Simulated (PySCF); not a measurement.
Breaking a bond: CuF, singlet. Each curve is given relative to its own lowest point near equilibrium.

```
R / Å     A      B     C
-----  ----  -----  ----
1.40   67.2   62.4  71.7
1.49   31.6   28.0  35.7
1.59   10.9    8.6  13.7
1.65    4.4    3.0   6.4
1.70    1.4    0.7   2.7
1.76    0.0    0.0   0.4
1.83    0.5    1.3   0.0
1.85    1.0    2.0   0.3
1.96    5.7    7.6   3.7
2.03    9.9   12.2   7.3
2.17   19.6   22.6  16.0
2.36   33.7   37.1  29.2
2.67   55.1   58.8     —
2.89   68.1   72.1     —
3.14   80.1   85.1     —
3.52   92.7  100.7     —
3.90      —  112.1     —
4.37      —  122.4     —
4.76      —  128.6     —
5.32      —  135.4     —
6.17      —  142.2     —
7.03      —  146.9     —
```

Energies in kcal/mol.

Problem. Which curve belongs to which method? The methods are PySCF 2.14.0 with SC-NEVPT2 on CASSCF(2,2)/def2-SVP, all electrons correlated; CCSD on RHF/def2-SVP, 6 core orbitals frozen run with PySCF; restricted wB97X-V/def2-SVP run with PySCF.

Solution. A is RCCSD; B is RKS-wB97X-V; C is NEVPT2.

Dashes: no converged value, or the column stops at the first point that the program doubted or that broke a chosen test of continuity, which isn't proof of a fault.

At the longest distance RKS-wB97X-V leaves fractional charges on the fragments, a sign of delocalisation error or of the restricted form. The restricted form behind RKS-wB97X-V keeps the bonding electrons paired and can't separate into open-shell fragments. The T1 diagnostic of CCSD on the restricted reference of RCCSD exceeds 0.045 at 1.49 to 1.76, 2.89 to 7.03 Å.
